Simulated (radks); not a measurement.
Values are calculated unless marked as measured or tabulated.
Te4+, configuration [Kr] 4d10 5s2 (the NIST ground configuration). Level of theory: Dirac Kohn-Sham, LDA (Slater exchange, Perdew-Wang correlation), spin-unpolarised, spherical densities, point nucleus (a radial shooting solver on a logarithmic mesh with Libxc functionals).

Spin-orbit splittings of the eigenvalues, e(l+1/2) - e(l-1/2), with zeta = 2 splitting/(2l+1) and mean radii in bohr:

| shell | occ. | splitting (eV) | zeta (eV) | <r> j=l-1/2 | <r> j=l+1/2 |
|---|---|---|---|---|---|
| 2p | 6 | 274.1 | 182.8 | 0.1009 | 0.1064 |
| 3p | 6 | 51.08 | 34.05 | 0.3125 | 0.3240 |
| 3d | 10 | 10.69 | 4.278 | 0.2948 | 0.2984 |
| 4p | 6 | 9.838 | 6.559 | 0.8000 | 0.8288 |
| 4d | 10 | ? | ? | 0.9542 | 0.9657 |
| 4f | 0 | 0.03527 | 0.01008 | 2.256 | 2.264 |
| 5p | 0 | 1.427 | 0.9511 | 2.078 | 2.140 |
| 5d | 0 | 0.1884 | 0.07537 | 2.771 | 2.791 |

Estimate the 4d splitting.

Answer. 1.504 eV (zeta = 0.6014 eV).
